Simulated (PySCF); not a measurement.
# Single point on PAu

State: ³Σ⁻ (triplet), unpaired electrons π ↑↑.

An equivalent input (the run itself took its basis sets from the Basis Set Exchange, started from a PBE0 density and held the occupation σ 8α 8β, πx 4α 3β, πy 4α 3β, δx 1α 1β, δy 1α 1β):

```python
from pyscf import gto, scf, cc
mol = gto.M(atom='P 0 0 0; Au 0 0 2.219', basis={'P': 'def2-TZVPP', 'Au': 'def2-TZVPP'}, ecp={'Au': 'def2-TZVPP'},
            charge=0, spin=2, verbose=4, symmetry='C2v')
mf = scf.UHF(mol)
mf.irrep_nelec = {'A1': (9, 9), 'A2': (1, 1), 'B1': (4, 3), 'B2': (4, 3)}
mf.conv_tol = 1e-9
mf.max_cycle = 60
mf.diis_space = 10
mf.kernel()
mycc = cc.CCSD(mf, frozen=[[0, 1, 2, 3, 4, 93, 94, 95, 96, 97], [0, 1, 2, 3, 4, 93, 94, 95, 96, 97]])
mycc.run(conv_tol=1e-7, conv_tol_normt=1e-5, max_cycle=80, diis_space=8)
et = mycc.ccsd_t()
```

The SCF ended at -475.52321947 hartree. The coupled-cluster part of the log:

```
******** <class 'pyscf.cc.uccsd.UCCSD'> ********
CC2 = 0
CCSD nocc = (13, 11), nmo = (88, 88)
frozen orbitals [[0, 1, 2, 3, 4, 93, 94, 95, 96, 97], [0, 1, 2, 3, 4, 93, 94, 95, 96, 97]]
max_cycle = 80
direct = 0
conv_tol = 1e-07
conv_tol_normt = 1e-05
diis_space = 8
diis_start_cycle = 0
diis_start_energy_diff = 1e+09
Init t2, MP2 energy = -0.724975711749376
Init E_corr(UCCSD) = -0.724975711757716
cycle = 1  E_corr(UCCSD) = -0.664659114438676  dE = 0.0603165973  norm(t1,t2) = 0.150743
cycle = 2  E_corr(UCCSD) = -0.695767161087015  dE = -0.0311080466  norm(t1,t2) = 0.0504763
cycle = 3  E_corr(UCCSD) = -0.692637158166839  dE = 0.00313000292  norm(t1,t2) = 0.0428837
cycle = 4  E_corr(UCCSD) = -0.694574602701091  dE = -0.00193744453  norm(t1,t2) = 0.0226197
cycle = 5  E_corr(UCCSD) = -0.695637817104029  dE = -0.0010632144  norm(t1,t2) = 0.00821022
cycle = 6  E_corr(UCCSD) = -0.695261444765303  dE = 0.000376372339  norm(t1,t2) = 0.00370436
cycle = 7  E_corr(UCCSD) = -0.695125983153393  dE = 0.000135461612  norm(t1,t2) = 0.00121047
cycle = 8  E_corr(UCCSD) = -0.695226779198471  dE = -0.000100796045  norm(t1,t2) = 0.000471187
cycle = 9  E_corr(UCCSD) = -0.695239601190214  dE = -1.28219917e-05  norm(t1,t2) = 0.00020082
cycle = 10  E_corr(UCCSD) = -0.69522487230182  dE = 1.47288884e-05  norm(t1,t2) = 0.000106863
cycle = 11  E_corr(UCCSD) = -0.695225757742578  dE = -8.85440758e-07  norm(t1,t2) = 6.34495e-05
cycle = 12  E_corr(UCCSD) = -0.695227538924029  dE = -1.78118145e-06  norm(t1,t2) = 2.78528e-05
cycle = 13  E_corr(UCCSD) = -0.695226939576127  dE = 5.99347901e-07  norm(t1,t2) = 1.12017e-05
cycle = 14  E_corr(UCCSD) = -0.695227626000797  dE = -6.86424669e-07  norm(t1,t2) = 4.82955e-06
cycle = 15  E_corr(UCCSD) = -0.69522745803621  dE = 1.67964587e-07  norm(t1,t2) = 2.42717e-06
cycle = 16  E_corr(UCCSD) = -0.695227525214877  dE = -6.7178667e-08  norm(t1,t2) = 1.29167e-06
UCCSD converged
E(UCCSD) = -476.2184469987724  E_corr = -0.6952275252148766
UCCSD(T) correction = -0.0298593316421576
```

T1 diagnostic 0.029, D1 0.122, 24 electrons correlated, 5 of the virtual orbitals (those above 20 hartree) left out.

Repeating this along the bond gives Re = 2.214 Å and ωe = 381 cm⁻¹.

A point of this curve took 290 CPU seconds beside 0.61 for the integrals, on Arm Neoverse V1 (shared host).

Correlated steps freeze 5 core orbitals. Spin–orbit coupling is left out. The state is the lowest single determinant that the PBE0 search found; with open d or f shells the true ground state can be another one.
